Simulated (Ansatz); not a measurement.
Ideal-gas functions of BClGaH₃O (`O[B](Cl)[GaH2]`) at 400 K and 1 bar, from an Ansatz frequency run at PBE0-D4/def2-TZVP.

Molar mass 135.01 g/mol, point group Cs (symmetry number 1), electronic degeneracy 1, moments of inertia 82.868, 296.468, 372.062 u Å². Harmonic wavenumbers (cm⁻¹, unscaled): 112, 118, 257, 267, 441, 521, 578, 635, 753, 782, 1095, 1354, 1956, 1957, 3800.

Use S(trans) = R[1.5 ln M + 2.5 ln T − 1.1517]; rotational temperatures θ = 24.2544 K / I; S(rot) = R[ln(√π/σ · √(T³/θAθBθC)) + 1.5]; for each mode x = 1.438777 ν̃/T, S = R[x/(eˣ − 1) − ln(1 − e⁻ˣ)] and H = RT x/(eˣ − 1); 1 cm⁻¹ = 0.0119627 kJ/mol; R = 8.31446 J/(mol·K).

Q: By hand: the entropy, in J/(mol·K).

A: Translation 176.1. Rotation: θ = 0.2927, 0.0818, 0.0652 K, giving 118.8. Vibration, mode by mode: 15.93, 15.50, 9.26, 8.96, 5.30, 4.21, 3.58, 3.05, 2.18, 2.01, 0.81, 0.38, 0.06, 0.06, 0.00, in all 71.3. Electronic 0.0. Sum 366.2 J/(mol·K).

Q: By hand: H − E and G − E in kJ/mol, counted from the electronic energy.

A: Zero-point energy ½ × 14626 × 0.0119627 = 87.5; thermal vibration 15.4; translation, rotation and pV give 4 RT = 13.3. H − E = 116.2 kJ/mol, and G − E = 116.2 − 400 × 366.2/1000 = -30.3 kJ/mol.

Vibration gives 19 % of the entropy, 31.4 J/(mol·K) of it from the modes under 150 cm⁻¹: soft modes count most, and the harmonic formula is weakest for them. The sum counts one conformer and one mirror image; others add a mixing term.
